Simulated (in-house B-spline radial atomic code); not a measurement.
The numbers below are computed, except where a source is named.
Ghost states of the separable form: Ge

Ge, [Ar] 3d10 4s2 4p2, non-relativistic PBE, spherical and spin-unpolarised, from an all-electron radial atomic-structure program (B-spline basis) (atomic units; all potentials screened as in the neutral atom).

Troullier-Martins channels: 4s (ε = -0.4189, r_c = 1.534 bohr), 4p (ε = -0.1445, r_c = 1.873 bohr), 3d (ε = -1.1080, r_c = 1.256 bohr). In the Kleinman-Bylander form one channel serves as the local potential, and each other channel l becomes |δV u><u δV|/<u|δV|u>, with δV = V_l − V_local and u the pseudo-orbital. Its strength is E_KB = <u|δV²|u>/<u|δV|u>. By the analysis of Gonze, Stumpf and Scheffler a spurious state lies below the reference level ε if E_KB > 0 and ε is above the second level of the local potential alone, or if E_KB < 0 and ε is above its first. The table's levels are those of angular momentum l in a sphere of 9 bohr, whose wall can lift a shallow ε a little above its free-atom value.

```csv
local,channel,<u δV u>,<u δV² u>,ε,first local level,second local level
p,s,0.008024,0.1005,-0.4189,-0.4555,0.0179
p,d,-11.713,225.07,-1.1080,0.0881,0.3030
s,p,0.0025627,0.035815,-0.1439,-0.1506,0.1097
s,d,-13.176,274.19,-1.1080,0.0869,0.2988
d,p,0.14767,0.92347,-0.1439,-9.7317,-0.2651
d,s,0.42581,4.6077,-0.4189,-19.2507,-2.2765
```

Problem. Apply the rule to each row.

Solution. Local p, channel s: E_KB = +12.5, so ε = -0.4189 is set against 0.0179: no ghost. Local p, channel d: E_KB = -19.2, so ε = -1.1080 is set against 0.0881: no ghost. Local s, channel p: E_KB = +14, so ε = -0.1439 is set against 0.1097: no ghost. Local s, channel d: E_KB = -20.8, so ε = -1.1080 is set against 0.0869: no ghost. Local d, channel p: E_KB = +6.25, so ε = -0.1439 is set against -0.2651: a ghost. Local d, channel s: E_KB = +10.8, so ε = -0.4189 is set against -2.2765: a ghost.

Diagonalising the separable Hamiltonian gives:

```
local  channel        three lowest levels  all-electron, two lowest valence levels
    p        s    -0.4189, 0.0308, 0.3345                          -0.4189, 0.0305
    p        d    -1.1080, 0.0956, 0.3297                          -1.1080, 0.0924
    s        p    -0.1439, 0.1115, 0.4456                          -0.1439, 0.1115
    s        d    -1.1080, 0.0949, 0.3268                          -1.1080, 0.0924
    d        p   -4.5792, -0.1439, 0.1114                          -0.1439, 0.1115
    d        s  -12.5724, -0.4189, 0.0301                          -0.4189, 0.0305
```

Problem. Which choices of local channel are safe?

Solution. Free of ghosts: s, p. With d local the p channel has a ghost 4.44 hartree below ε, since the local potential binds more than one state below ε, and a repulsive term of rank one raises each level at most to the next, so it clears only one of them. With d local the s channel has a ghost 12.15 hartree below ε, since the local potential binds more than one state below ε, and a repulsive term of rank one raises each level at most to the next, so it clears only one of them. Among the safe choices the second level, which tests transfer, is off by at most 2.5 millihartree (s local), 3.2 millihartree (p local). A small <u δV u> makes E_KB large and sensitive.
